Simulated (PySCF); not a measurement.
Where the electron goes

Species: C8H11 (charge +1).
Cartesian coordinates in Å at the GFN2-xTB level; atoms count from 1:
```xyz
19
C8H11 angstrom
C      2.966    0.503   -0.712
C      2.635   -0.759   -1.096
C      1.969   -0.181   -0.007
C      0.912   -0.195    0.944
C     -0.319    0.452    0.217
C     -1.071   -0.407   -0.801
C     -2.386   -0.039   -0.090
C     -1.582    0.530    1.090
H      3.566    1.375   -0.851
H      2.787   -1.584   -1.756
H      0.642   -1.207    1.248
H      1.137    0.429    1.811
H     -0.035    1.427   -0.180
H     -0.982   -0.103   -1.841
H     -0.845   -1.468   -0.722
H     -2.954    0.721   -0.619
H     -3.040   -0.872    0.148
H     -1.559   -0.140    1.946
H     -1.850    1.527    1.429
```

Method used: TDDFT PBE0/def2-SVPD, vertical, gas phase, core orbitals frozen in the response (PySCF).

Frontier orbitals with the atoms that hold most of them (Löwdin shares over 4%, at most four atoms; ? is withheld):

```json
{"orbital": "LUMO+2", "ε (eV)": "-3.18", "atoms": "C1 23%, C2 17%, C3 13%, C4 9%"}
{"orbital": "LUMO+1", "ε (eV)": "-6.52", "atoms": "C3 45%, C2 19%, C1 12%, C4 7%"}
{"orbital": "LUMO", "ε (eV)": "?", "atoms": "?"}
{"orbital": "HOMO", "ε (eV)": "-12.45", "atoms": "?"}
{"orbital": "HOMO-1", "ε (eV)": "-12.52", "atoms": "C8 24%, C6 22%, C7 18%, C5 11%"}
{"orbital": "HOMO-2", "ε (eV)": "-12.64", "atoms": "C7 22%, C8 15%, H16 13%, C6 12%"}
{"orbital": "HOMO-3", "ε (eV)": "-13.91", "atoms": "C6 20%, C5 19%, C8 19%, C7 17%"}
```

Q: Give the leading atoms of the HOMO.

A: C7 (bonded to 2 C and 2 H) 24%; C5 (bonded to 3 C and H) 18%; C6 (bonded to 2 C and 2 H) 15%; C8 (bonded to 2 C and 2 H) 14%.

Q: Give the leading atoms of the LUMO.

A: C1 (bonded to 2 C and H) 44%; C2 (bonded to 2 C and H) 37%; C3 (bonded to 3 C) 8%; H9 (bonded to C) 6%. By element: carbon 89% or more, hydrogen 6% or more.

Q: What is the LUMO energy, and the HOMO–LUMO gap?

A: ε(LUMO) = -6.73 eV; the gap is 5.72 eV (0.2103 hartree).

Q: The HOMO–LUMO gap is 5.72 eV. Where does the response calculation put the lowest singlet, and from which orbitals?

A: S1 is at 4.85 eV (f = 0.0053), 0.87 eV below the gap, made of HOMO→LUMO (88%), HOMO→LUMO+1 (9%). Without the coupling terms of the response equations the lowest excitation would equal the gap.

Q: Give energy, strength and leading configuration of S1, S2, S3, S5 and S6, and follow the Löwdin shares of the leading atoms from the occupied to the empty orbital.

A: 
- S1 (4.85 eV, f 0.0053), HOMO→LUMO (88%): C7 24% → at most 6%, C5 18% → at most 6%, C1 at most 15% → 44%, C2 at most 15% → 37%
- S2 (4.92 eV, f 0.0035), HOMO-1→LUMO+1 (78%): C8 24% → at most 8%, C6 22% → at most 8%, C3 at most 12% → 45%, C2 at most 12% → 19%
- S3 (4.97 eV, f 0.0055), HOMO-1→LUMO (80%): C8 24% → at most 6%, C6 22% → at most 6%, C1 at most 12% → 44%, C2 at most 12% → 37%
- S5 (5.12 eV, f 0.0027), HOMO-2→LUMO (95%): C7 22% → at most 6%, C8 15% → at most 6%, C1 at most 13% → 44%, C2 at most 13% → 37%
- S6 (5.24 eV, f 0.125), HOMO-2→LUMO+1 (85%): C7 22% → at most 8%, C8 15% → at most 8%, C3 at most 13% → 45%, C2 at most 13% → 19%

Hardware: one thread of an Arm Neoverse V2, no GPU, shared host with 96 logical CPUs at a one-minute load of 74. Cost: 57 s wall (with the writing of density and orbital grids), 1.0 GiB resident at most.

One conformer stands for the species.
